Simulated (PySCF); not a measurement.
**Fine-structure interval of In⁴⁺ by level of theory**

In⁴⁺ [Kr] 4d9 [4d3/2^4 4d5/2^5, M_J = 5/2] → In⁴⁺ [Kr] 4d9 [4d3/2^3 4d5/2^6, M_J = 3/2], as a difference of total energies. All numbers are calculated (PySCF 2.14, the two-component X2C-1e Hamiltonian, in x2c-TZVPall-2c). Correlated levels: [Ar] 3d10 frozen; the 6 highest virtual spinors dropped. "Screened" scales the spin-orbit matrix elements by Boettger's factors to mimic the two-electron term; Breit and QED terms are absent.

```tsv
method	fine-structure interval (cm⁻¹)
GHF (screened spin-orbit)	7341.4
GMP2 (screened spin-orbit)	7542.0
GHF (bare spin-orbit)	9291.2
```
